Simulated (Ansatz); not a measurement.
C3H6BN can be A, `BN=C1CC1`, or B, `BC1(C)C=N1`.

Gas-phase electronic energies from Ansatz, PBE0-D4/def2-TZVP geometries. CCSD(T)/CBS is the MP2 limit (def2-TZVPP, def2-QZVPP) plus CCSD(T) − MP2 in def2-TZVPP, frozen cores. DFT in def2-TZVPP. B3LYP here is the variant with VWN-RPA as its local correlation; programs differ in this.

A:

```xyz
11

B    -2.229   -0.961   -0.295
N    -0.993   -0.429   -0.131
C     0.126    0.054    0.017
C     1.571   -0.099   -0.123
C     0.941    1.183    0.455
H    -2.804   -0.777   -1.329
H    -2.706   -1.598    0.600
H     2.001   -0.048   -1.118
H     2.088   -0.763    0.563
H     1.045    1.361    1.520
H     0.959    2.076   -0.160
```

B:

Z-matrix (Å, degrees):
```
C
C 1 1.508
C 1 1.482 2 117.7
B 1 1.526 2 122.3 3 -158.2
N 1 1.594 2 114.6 3 52.6
H 2 1.092 1 111.9 3 -17.1
H 2 1.093 1 110.5 3 103.5
H 2 1.093 1 110.9 3 -137.6
H 3 1.083 1 147.3 2 -76.4
H 4 1.196 1 119.7 2 -169.4
H 4 1.198 1 120.4 2 12.5
```

Problem. Which isomer does CCSD(T)/CBS put lower? Give the gap. (Best estimate.)

Solution. The calculation gave: A, by 113.8 kJ/mol.

Problem. Give E(B) − E(A) in kJ/mol with PBE0-D4, r2SCAN-D4, LDA (SPW92), ωB97M-V, PBE-D4, B3LYP-D4, B2PLYP. (An estimate is asked.)

Solution. The calculation gave: PBE0-D4 140.3, r2SCAN-D4 138.9, LDA (SPW92) 168.6, ωB97M-V 125.2, PBE-D4 143.2, B3LYP-D4 138.2, B2PLYP 128.3. None reverses the order clearly.

Problem. Does the order hold for the free energy at 298.15 K (harmonic terms from PBE0-D4)? (Estimate.)

Solution. Computed: Yes: G(B) − G(A) = +104.9 kJ/mol.

Largest T1 diagnostic: 0.015.

Leaving LDA and LC-ωPBE aside and taking each functional with its dispersion term where it has one, the values, not all of them listed here, spread over 19.4 kJ/mol, from ωB97X-V to PBE-D4. LDA lies +23.3 kJ/mol from PBE without D4. From BLYP to BHLYP (50 % exact exchange), in def2-TZVPP and without D4, E(B) − E(A) moves by −3.7 kJ/mol.
